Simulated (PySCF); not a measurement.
PySCF input for In(Cl)2(NH2) (Cl2H2InN), SMILES [NH2][In]([Cl])[Cl], PBE0-D3(BJ)/def2-SVP. Geometry: PBE0-D3(BJ)/def2-SVP. The def2 effective core potentials stand for the cores of In; spin–orbit coupling is left out. One conformer was computed; it need not be the lowest.

```python
import numpy as np
from pyscf import gto, scf, dft, df
from pyscf.hessian import thermo

mol = gto.M(
    atom='''
    In    0.01879250    0.24793753   -0.00000000
    Cl   -0.01482765   -0.98173806    1.98393715
    Cl   -0.01482765   -0.98173807   -1.98393714
    N    -0.12630375    2.25585830   -0.00000000
    H     0.23371697    2.71957366   -0.83058622
    H     0.23371697    2.71957367    0.83058619
    ''',
    basis='def2-SVP',
    ecp={'In': 'def2-svp'},
    charge=0,
    spin=0,
    max_memory=1600,
    verbose=3,
)
mf = dft.RKS(mol, xc='pbe0').density_fit(auxbasis='def2-universal-jkfit')
mf.disp = 'd3bj'
mf.grids.level = 3
mf.conv_tol = 1e-11
mf.max_cycle = 100
mf.kernel()

# [left out here: the lines that compute and print the analytic Hessian (its translational invariance restored by hand, since the grid's response is missing), thermochemistry and intensities]
```

Program output:

```
converged SCF energy = -1165.89875469661

WARN: DFTD3 does not support analytical Hessian, using finite difference


WARN: Mole.unit (angstrom) is changed to Bohr

Mode                                 0                   1                   2
Irrep
Freq [cm^-1]                       94.6618            106.8673            116.6469
Reduced mass [au]                  35.6212              4.3561              9.2892
Force const [Dyne/A]                0.1881              0.0293              0.0745
Char temp [K]                     136.1973            153.7583            167.8289
Normal mode                   x     y     z       x     y     z       x     y     z
       0  In                -0.00  0.04 -0.00   -0.00  0.00  0.03   -0.06 -0.00 -0.00
       1  Cl                 0.00 -0.08 -0.07    0.00 -0.05 -0.00    0.06  0.00  0.00
       2  Cl                 0.00 -0.08  0.07   -0.00  0.05 -0.00    0.06  0.00 -0.00
       3   N                 0.00  0.04  0.00    0.00  0.00 -0.20    0.15  0.01  0.00
       4   H                 0.02  0.03  0.00   -0.01 -0.13 -0.28    0.19 -0.03 -0.00
       5   H                 0.02  0.03 -0.00    0.01  0.13 -0.28    0.19 -0.03  0.00
Mode                                 3                   4                   5
Irrep
Freq [cm^-1]                      257.9501            356.9421            390.1992
Reduced mass [au]                   1.0618             20.4823             37.3204
Force const [Dyne/A]                0.0416              1.5375              3.3479
Char temp [K]                     371.1328            513.5602            561.4098
Normal mode                   x     y     z       x     y     z       x     y     z
       0  In                 0.00  0.00  0.00    0.00  0.03 -0.00    0.00  0.00  0.05
       1  Cl                -0.01  0.01 -0.01   -0.00 -0.06  0.09    0.00  0.05 -0.08
       2  Cl                 0.01 -0.01 -0.01   -0.00 -0.06 -0.09   -0.00 -0.05 -0.08
       3   N                -0.00  0.00  0.06   -0.02  0.06  0.00   -0.00  0.00  0.01
       4   H                -0.64 -0.05 -0.25    0.10 -0.01  0.01    0.04 -0.01  0.02
       5   H                 0.64  0.05 -0.25    0.10 -0.01 -0.01   -0.04  0.01  0.02
Mode                                 6                   7                   8
Irrep
Freq [cm^-1]                      429.1878            634.0360            805.6023
Reduced mass [au]                   1.5016              3.2380              1.1156
Force const [Dyne/A]                0.1630              0.7669              0.4266
Char temp [K]                     617.5056            912.2367           1159.0823
Normal mode                   x     y     z       x     y     z       x     y     z
       0  In                -0.00  0.02  0.00   -0.00  0.03 -0.00   -0.00 -0.00  0.01
       1  Cl                -0.00 -0.01  0.02   -0.00 -0.00  0.00   -0.00 -0.00  0.00
       2  Cl                -0.00 -0.01 -0.02   -0.00 -0.00 -0.00    0.00  0.00  0.00
       3   N                 0.10 -0.10  0.00   -0.02 -0.21 -0.00   -0.00  0.00 -0.08
       4   H                -0.51  0.24 -0.05    0.16 -0.32  0.01   -0.17  0.61  0.19
       5   H                -0.51  0.24  0.05    0.16 -0.32 -0.01    0.17 -0.61  0.19
Mode                                 9                  10                  11
Irrep
Freq [cm^-1]                     1517.0786           3570.0550           3681.9087
Reduced mass [au]                   1.0970              1.0491              1.0962
Force const [Dyne/A]                1.4875              7.8777              8.7553
Char temp [K]                    2182.7383           5136.5144           5297.4468
Normal mode                   x     y     z       x     y     z       x     y     z
       0  In                 0.00 -0.00 -0.00    0.00 -0.00  0.00   -0.00 -0.00  0.00
       1  Cl                -0.00  0.00 -0.00   -0.00 -0.00  0.00   -0.00  0.00 -0.00
       2  Cl                -0.00  0.00  0.00   -0.00 -0.00 -0.00    0.00 -0.00 -0.00
       3   N                 0.03  0.07  0.00    0.03  0.05 -0.00    0.00  0.00  0.08
       4   H                -0.25 -0.48 -0.40   -0.22 -0.30  0.58    0.24  0.31 -0.55
       5   H                -0.25 -0.48  0.40   -0.22 -0.30 -0.58   -0.24 -0.31 -0.55
temperature 298.1500 [K]
pressure 101325.00 [Pa]
Rotational constants [GHz] 3.12173 1.79956 1.14349
Symmetry number 1
Zero-point energy (ZPE) 0.02725 [Eh]   71543.480 [J/mol]
                           tot       elec      trans        rot        vib
Entropy [J/mol/K]       357.468      0.000    174.933    118.430     64.106
Cv [J/mol/K]             82.319      0.000     12.472     12.472     57.376
Cp [J/mol/K]             90.634      0.000     20.786     12.472     57.376
Internal energy [J/mol]                      3718.434   3718.434  81581.728
Internal energy [Eh]   -1165.86485  -1165.89875
Enthalpy [J/mol]                             6197.391   3718.434  81581.728
Enthalpy [Eh]          -1165.86391
Gibbs free energy [J/mol]                  -45958.850 -31591.379  62468.555
Gibbs free energy [Eh] -1165.90450
static polarisability / bohr^3: [[34.61  -1.42  -0.   ]
 [-1.42  62.094 -0.   ]
 [ 0.     0.    65.221]]
largest difference of analytic and finite-field dipole derivatives / e: 0.0012225886856855883
mode   freq/cm-1   IR/(km/mol)   Raman/(A^4/amu)   depolarisation
   1       94.66         8.112             2.678            0.743
   2      106.87         6.608             3.718            0.750
   3      116.65         9.954             0.645            0.416
   4      257.95        22.634             0.482            0.750
   5      356.94        10.446            20.447            0.088
   6      390.20        65.633             3.752            0.750
   7      429.19       160.889             7.829            0.100
   8      634.04        30.009            17.171            0.260
   9      805.60        43.766             0.458            0.750
  10     1517.08        11.043             2.021            0.693
  11     3570.06        32.879           181.419            0.100
  12     3681.91        35.131           100.721            0.750
max |gradient| / (hartree/bohr): 8.415857079860557e-05
APT charges: [ 1.5129 -0.5523 -0.5523 -0.7297  0.1608  0.1608]
```

Self-consistency was reached.
